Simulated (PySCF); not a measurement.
# Electronic structure of Eu(2+) (europium, charge +2) at the r2SCAN0 level

Configuration: [Xe] 4f6 6s1, 6s spin antiparallel (an excited configuration). Calculation: PySCF 2.14, in ANO-RCC-VTZP; scalar relativity by spin-free X2C-1e.

| Item | Value |
| --- | --- |
| Total energy | -10842.27 hartree |
| One-electron energy | -14772.32 hartree |
| Hartree (Coulomb) energy | 4175.18 hartree |
| Exchange-correlation energy | -245.13 hartree |
| ⟨S²⟩ | 9.7564 |
| ⟨L²⟩ | 12.014 |
| Sum of ⟨r⟩ | 37.10 bohr |
| Sum of ⟨r²⟩ | 50.14 bohr² |
| Traceless quadrupole moment −½Σ⟨3z² − r²⟩ along its main axis | 0.0168 e·bohr² |
| Langevin diamagnetic susceptibility | -39.7 ×10⁻⁶ cm³/mol |
| Time after the integrals | roughly 18 core-seconds |

```
shell  electrons  mean orbital energy (eV)  spread (eV)  rms radius, mean of both spins (bohr)
 1s α          1                  -48441.3            0                                 0.0254
 1s β          1                  -48441.3            0                                 0.0254
 2s α          1                   -8020.5            0                                  0.103
 2s β          1                   -8020.4            0                                  0.103
 2p α          3                   -7156.8        0.290                                 0.0923
 2p β          3                   -7156.7        0.302                                 0.0923
 3s α          1                   -1804.1            0                                  0.266
 3s β          1                   -1801.1            0                                  0.266
 3p α          3                   -1531.7        1.152                                  0.266
 3p β          3                   -1528.6        1.735                                  0.266
 3d α          5                   -1161.2        0.879                                  0.245
 3d β          5                   -1158.5        1.359                                  0.245
 4s α          1                   -388.59            0                                  0.601
 4s β          1                   -381.36            0                                  0.601
 4p α          3                   -297.68        1.266                                  0.638
 4p β          3                   -290.11        2.870                                  0.638
 4d α          5                   -168.74        0.804                                  0.704
 4d β          5                   -160.24        2.395                                  0.704
 5s α          1                   -69.948            0                                   1.45
 5s β          1                   -66.883            0                                   1.45
 5p α          3                   -46.296        0.522                                   1.67
 5p β          3                   -44.079        1.086                                   1.67
 4f α          6                   -30.104        2.576                                  0.975
 6s β          1                   -16.785            0                                   3.76
```

Spin-orbit coupling, absent here, splits the open shell strongly. With the s spin flipped the determinant is a mixture of two multiplicities, not a spectroscopic state.

Densities and radii are taken from the X2C orbitals without a picture-change correction, which distorts them close to the nucleus.
